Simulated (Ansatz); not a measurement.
`CCO[SiH2]N` and `CCOBS` differ in one atom or group.

Ansatz, PBE0-D4/def2-TZVP geometries, multiplicity 1. Each molecule was computed in one conformer, which needn't be the lowest.

| property | `CCO[SiH2]N` |
| --- | --- |
| HOMO energy (PBE/def2-TZVPP) / eV | -6.11 |
| LUMO energy (PBE0/def2-TZVPP) / eV | 0.72 |
| size of the dipole moment (B3LYP/def2-TZVPP) / D | 2.01 |
| LUMO energy (B3LYP/def2-TZVPP) / eV | 0.41 |
| HOMO–LUMO gap (ωB97M-V/def2-TZVPP) / eV | 12.15 |
| LUMO energy (PBE/def2-TZVPP) / eV | -0.10 |

Q: Give the same properties after the change, and the shifts. (Best estimate.)

A: The calculation gave: 
```csv
property,`CCOBS`,shift
HOMO energy (PBE/def2-TZVPP) / eV,-6.27,-0.16
LUMO energy (PBE0/def2-TZVPP) / eV,0.01,-0.71
size of the dipole moment (B3LYP/def2-TZVPP) / D,2.11,0.10
LUMO energy (B3LYP/def2-TZVPP) / eV,-0.20,-0.61
HOMO–LUMO gap (ωB97M-V/def2-TZVPP) / eV,11.57,-0.58
LUMO energy (PBE/def2-TZVPP) / eV,-0.92,-0.82
```

With PBE0 the HOMO rises by 0.08 eV and the LUMO falls by 0.71 eV, so the gap narrows by about 0.79 eV. PBE moves the HOMO by -0.16 eV and ωB97M-V by 0.32 eV. Dipoles are sizes alone; their direction can turn.

B3LYP here is the variant with VWN-RPA as its local correlation; programs differ in this.
